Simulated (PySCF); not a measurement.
Gas-phase reaction: O + 5 WO2F2 + H2 ⇌ 2 WF5OH + 3 WO3

Computed with PySCF and rigid-rotor harmonic-oscillator thermochemistry at 1 bar. † marks an energy on the PBE0/def2-TZVP geometry and frequencies; other levels use their own. Open shells (unrestricted): O (multiplicity 3); the rest are closed-shell singlets. Spin-orbit splitting is ignored; it lowers the true energy and changes the entropy of O. B3LYP is the form with VWN-RPA correlation. W: scalar-relativistic def2 core potential, no spin-orbit coupling. WO2F2, WF5OH: computed as isolated molecules; such fragments, hydroxides, amides, oligomers or adducts are transient or little studied in the gas.

```
level               ΔH°(298 K), kJ
------------------  --------------
B3LYP/def2-TZVP†               361
BLYP/def2-TZVP†                316
HF/def2-TZVP†                  ___
PBE/def2-SVP                   206
LDA/def2-TZVP†                 ___
ωB97M-V/def2-TZVP†             365
ωB97X-V/def2-TZVP†             ___
```

Complete the blanks.


- HF/def2-TZVP†, ΔH°(298 K), kJ: 698
- LDA/def2-TZVP†, ΔH°(298 K), kJ: 75
- ωB97X-V/def2-TZVP†, ΔH°(298 K), kJ: 383
